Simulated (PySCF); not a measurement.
Structure and specific rotation at 589.3 nm (origin-invariant length gauge)

Level of theory: TDDFT B3LYP/def2-SVPD circular dichroism and optical rotation, one conformer, gas phase (PySCF). Geometry: GFN2-xTB.

Each molecule in one low-energy conformer. The parent is N#C[C@@H]1CC[C@@H]1[SiH2]O.

The molecule is flexible and this is one conformer; a measurement averages over conformers.

(1) How does the specific rotation at 589.3 nm (origin-invariant length gauge) change along this series?
- N#C[C@@H]1CC[C@@H]1[SiH2]O (base)
- N#C[C@H]1CC[C@@H]1[SiH2]O (diastereomer)

## Answers

(1) 
```csv
molecule,[α]589 (deg dm⁻¹ (g/mL)⁻¹),S1 (eV),"R(S1), velocity form (10⁻⁴⁰ esu² cm²)"
N#C[C@@H]1CC[C@@H]1[SiH2]O,+15.5,6.76,-0.9
N#C[C@H]1CC[C@@H]1[SiH2]O,+191.6,6.75,+20.4
```
The specific rotation at 589.3 nm (origin-invariant length gauge) is lowest for N#C[C@@H]1CC[C@@H]1[SiH2]O and highest for N#C[C@H]1CC[C@@H]1[SiH2]O.
